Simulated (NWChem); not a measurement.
# Atomisation of GeI2

```xyz
3

Ge     0.0000     0.0000     1.2271
I     -2.0414     0.0000    -0.3704
I      2.0414     0.0000    -0.3704
```
Charge 0, spin multiplicity 1.

All runs are NWChem calculations. All single points use one geometry, from B3LYP/def2-SVP with def2 effective core potentials on I, a minimum by its harmonic frequencies.

Basis set: def2-TZVP. The atomisation energy is electronic alone: no zero-point, thermal, spin-orbit or counterpoise terms. No value is extrapolated to the basis-set limit. Free atoms are single determinants with multiplicities Ge 3, I 2. Correlated methods freeze the same cores in atoms and molecule, 17 orbitals in all.

Effective core potentials replace the inner electrons of I; spin-orbit coupling is left out. B3LYP has NWChem's definition, with VWN1-RPA local correlation. The structure started from a generated list of species. The stability of the SCF solutions was not checked. Open-shell Hartree-Fock references start from PBE0 orbitals.

Q: One of these methods gave an atomisation energy of 133.9 kcal/mol. Which?
A. PBE
B. BHandHLYP
C. MP2
D. CAM-B3LYP

A: D, CAM-B3LYP. The others give 129.6 (BHandHLYP), 151.3 (PBE), 144.6 (MP2).
